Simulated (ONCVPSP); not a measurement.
**Configuration tests for molybdenum (Mo) (ONCV)**

ONCVPSP 4.0.1 input, shortened (lines: element, Z, core and valence counts, functional; n l f; lmax; l rc ep ncon nbas qcut; lloc lpopt rc5 dvloc0; l nproj debl; icmod fcfact rcfact), PBEsol, scalar-relativistic:

```
  Mo 42.00    6    3  -116133      upf
    1    0    2.00
    2    0    2.00
    2    1    6.00
    3    0    2.00
    3    1    6.00
    3    2   10.00
    4    0    2.00
    4    1    6.00
    4    2    4.00
    3
    0    1.45    0.00    3    7    6.70
    1    1.70    0.00    3    7    9.50
    2    2.50    0.00    4    9    7.10
    3    2.10    0.19    4    7    5.20
    4    5    1.25    1.00
    0    1    1.20
    1    2    2.80
    2    1    1.60
    3    2    0.80
    0    0.00    0.00
```

Energies are relative to the spin-unpolarised reference configuration 4s2 4p6 4d4; without spin polarisation the order of configurations can differ from experiment.

```csv
valence configuration,charge,ΔE all-electron (eV),error AE − PS (meV)
4s2 4p6 4d5 5s1,0,-22.361,+332
4s2 4p6 4d2,+4,66.200,+97
```

(1) What are ΔE and the potential's error for 4s2 4p6 4d5?

(2) What are ΔE and the potential's error for 4s2 4p6 4d3?

## Answers

(1) ΔE = -15.455 eV all-electron; the error (AE − PS) is +1.8 meV.

(2) ΔE = 26.725 eV all-electron; the error (AE − PS) is +13 meV.
